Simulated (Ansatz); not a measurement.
```yaml
crystal:
  periodic: [false, false, false]
  atoms:
    - {symbol: Br, position_ang: [-6.141381, 0.138424, 0.571603]}
    - {symbol: In, position_ang: [-1.694344, 2.219125, 2.372627]}
    - {symbol: C, position_ang: [1.867987, -0.024286, -0.259523]}
    - {symbol: C, position_ang: [1.101788, -2.036921, -2.132518]}
    - {symbol: N, position_ang: [2.029963, -3.412540, -0.121271]}
    - {symbol: H, position_ang: [-1.627807, 5.586171, 4.448924]}
    - {symbol: H, position_ang: [4.136500, 1.007161, 0.203545]}
    - {symbol: H, position_ang: [0.795918, -2.899334, -4.439654]}
basis:
  gaussian: {orbitals: def2-mTZVPP, fitting: {mean_field: def2-universal-jkfit}}
hamiltonian: {xc: {name: B97}}
output: {forces: true}
```

```sh
$ ansatz run in.yaml --threads 4 --pin off --events-out ev --progress --plain --max-ram 10444MiB
```

Shortened log:

```
Functional definition: B97
765 factors; integrals over basis functions are off by at most 5.2e-1 eV
mean field evaluation 1: about -78742.5850 eV, gradient 1.1e2 eV
mean field evaluation 2: about -78272.0031 eV, gradient 1.9e2 eV
mean field evaluation 4: about -78682.0686 eV, gradient 1.5e2 eV
mean field evaluation 8: about -78796.0918 eV, gradient 1.2e1 eV
mean field evaluation 16: about -78797.2676 eV, gradient 3.5e-1 eV
mean field evaluation 32: about -78797.3008 eV, gradient 1.8e-5 eV
mean field -78797.30077559 eV, -2895.7473927740 hartree, gradient 2.5e-6 eV, S^2 0.000000; 10 other end points of the search recorded, 0 dependent functions left out
reference -78797.30082243 eV, -2895.7473944954 hartree; 39, 39 occupied and 110, 110 virtual orbitals, 765 factors
Total energy: -78797.30082243 eV, -2895.7473944954 hartree
Atom 0 at    -6.141381     0.138424     0.571603 Å, force     0.248168     0.116173     0.097988 eV/Å
Atom 1 at    -1.694344     2.219125     2.372627 Å, force    -0.146488     0.270858     0.106907 eV/Å
Atom 2 at     1.867987    -0.024286    -0.259523 Å, force     1.314360    -0.254196    -0.317362 eV/Å
Atom 3 at     1.101788    -2.036921    -2.132518 Å, force     1.091491    -1.004294     1.523504 eV/Å
Atom 4 at     2.029963    -3.412540    -0.121271 Å, force    -0.988600     1.744476    -2.275751 eV/Å
Atom 5 at    -1.627807     5.586171     4.448924 Å, force    -0.010955    -0.444028    -0.270003 eV/Å
Atom 6 at     4.136500     1.007161     0.203545 Å, force    -1.791574    -0.906718    -0.434904 eV/Å
Atom 7 at     0.795918    -2.899334    -4.439654 Å, force     0.283598     0.477728     1.569621 eV/Å
Dipole moment:     1.228496     1.121508     0.743728 e Å
```

Q: What is wrong with this run?

A: The geometry is stretched to more than twice its size. The calculation finished and met its thresholds. The result belongs to that input, not to the molecule as meant.
